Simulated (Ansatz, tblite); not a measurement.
Forces on K6⁻ at its r2SCAN/def2-SVPD geometry. Charge -1, multiplicity 2.

The xTB rows come from tblite. At PBE/def2-TZVPD the highest occupied level of the charge -1 doublet lies above zero (up to 0.00 eV). It is a level of α spin, whose loss leaves a singlet; that state wasn't run at this geometry and level. The electron is either unbound and held by the finite basis, or the level is raised by self-interaction error. The geometry of the doublet was relaxed on an unsound state (⟨S²⟩ 1.35, where a pure state has 0.75). Another isomer (doublet) lies 0.07 eV lower at PBE0/def2-TZVPD; other spin states weren't run for this one.

GFN2-xTB (tblite), largest force 0.18 eV/Å:

```xyz
6
positions Å, forces eV/Å
K    -3.774    0.108   -1.015    0.010    0.075    0.146
K     2.305   -1.940    0.036    0.005   -0.147   -0.096
K     2.678    1.619    2.822   -0.054    0.096   -0.106
K    -0.170   -1.488   -3.572    0.168    0.012    0.026
K    -1.333   -0.479    2.596   -0.134   -0.065    0.040
K     0.293    2.179   -0.867    0.004    0.030   -0.010
```

PBE/def2-TZVPD (Ansatz), largest force 0.05 eV/Å:

```
K 0.040 0.006 0.026
K -0.006 0.011 -0.026
K -0.026 -0.020 -0.022
K 0.020 0.016 0.046
K -0.013 0.016 -0.018
K -0.015 -0.030 -0.005
```
